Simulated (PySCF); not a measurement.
**Lu: interval between two levels**

Lu [Xe] 4f14 5d1 6s2 [2D5/2, M_J = 5/2] → Lu [Xe] 4f14 6s2 6p1 [2P3/2, M_J = 3/2], as a difference of total energies. Calculation: PySCF 2.14, in x2c-SVPall-2c with one added diffuse shell each of s, p, d type (8s11p10d2f1g, 114 functions); the two-component X2C-1e Hamiltonian. Correlated levels: [Ar] 3d10 frozen; the 6 highest virtual spinors dropped. "Screened" scales the spin-orbit matrix elements by Boettger's factors to mimic the two-electron term; Breit and QED terms are absent.

```
                    method  interval between two levels (cm⁻¹)
 GHF (screened spin-orbit)                              2959.9
GMP2 (screened spin-orbit)                              5964.4
```

Errors of the correlated levels include the incompleteness of this basis and the frozen core.

The determinant of the upper state mixes levels of different J (the jj label is only the starting occupation), so the difference between spin-free and spin-orbit rows is not the physical spin-orbit shift.

For comparison: 5482.4 cm⁻¹ (measured; NIST Handbook of Basic Atomic Spectroscopic Data (Sansonetti and Martin, J. Phys. Chem. Ref. Data 34, 1559 (2005))).
